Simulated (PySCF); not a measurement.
## Correlation energy of Hf⁷⁰⁺ (hafnium, charge +70)

1s2, closed-shell 1S. Computed with PySCF 2.14 in an even-tempered Gaussian basis (15 s from 200 bohr⁻², ratio 2.2; 7 p from 310 bohr⁻², ratio 2.4; 4 d from 930 bohr⁻², ratio 2.4; 3 f from 1400 bohr⁻², ratio 2.4; 3 g from 2100 bohr⁻², ratio 2.4), with no relativity, point nucleus. Frozen: nothing; 2 electrons correlated; the 11 highest virtual orbitals of each spin left out.

With two correlated electrons CCSD is exact within the correlated space (frozen core and kept virtual orbitals).

| level | correlation energy (mhartree) |
| --- | --- |
| CCSD | -45.83 |

Diagnostics: T1 = 4.2e-07, D1 = 0.0000, largest double amplitude 0.000.

A non-relativistic calculation at this Z misses sizeable relativistic shifts.

Cost of the coupled-cluster step: about 1.4 core-seconds, for 2 correlated electrons.

At this charge a non-relativistic calculation is a model, useful for the Z dependence of the correlation energy.
